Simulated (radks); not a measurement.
The numbers below are computed, except where a source is named.
Excited configurations of Cs2+: one electron is placed in a higher orbital outside [Kr] 4d10 5s2 5p4. The ground configuration is [Kr] 4d10 5s2 5p5. Code: a radial shooting solver on a logarithmic mesh with Libxc functionals. Model: Dirac Kohn-Sham, BLYP, spin-unpolarised, spherical densities, finite nucleus; open shells fill j = l - 1/2 first; Fermi nuclear charge, rms radius 4.8041 fm. Excitation = E - E(ground); binding = E(ion) - E, where the ion is the core of charge +3; n* = 3/sqrt(2 binding) in atomic units, and the quantum defect is n - n*.

\begin{tabular}{lrrrr}
outer orbital & excitation (eV) & binding (eV) & n* & <r> (bohr) \\ \hline
4f5/2 & 20.747 & 12.489 & 3.131 & 2.318 \\
5d3/2 & 15.927 & 17.309 & 2.660 & 2.874 \\
5f5/2 & 25.834 & 7.402 & 4.067 & 6.172 \\
6d3/2 & 24.534 & 8.702 & 3.751 & 6.308 \\
7s1/2 & 24.310 & 8.926 & 3.704 & 7.124 \\
7p1/2 & 25.552 & 7.684 & 3.992 & 7.977 \\
7d3/2 & 27.634 & 5.602 & 4.675 & 10.32 \\
7f5/2 & 29.568 & 3.669 & 5.777 & 15.30 \\
\end{tabular}

The Delta-SCF ionisation energy is 33.236 eV (NIST Atomic Spectra Database: 33.195 eV, semi-empirical). Self-interaction in the functional shifts the binding energies and quantum defects, so they are the method's values and not measured ones. Spin polarisation and multiplet splitting are left out, so open shells lie too high by an amount that depends on their filling.

Beside tabulated values, note that spin-unpolarised runs miss the spin-polarisation part of the exchange energy of open shells.
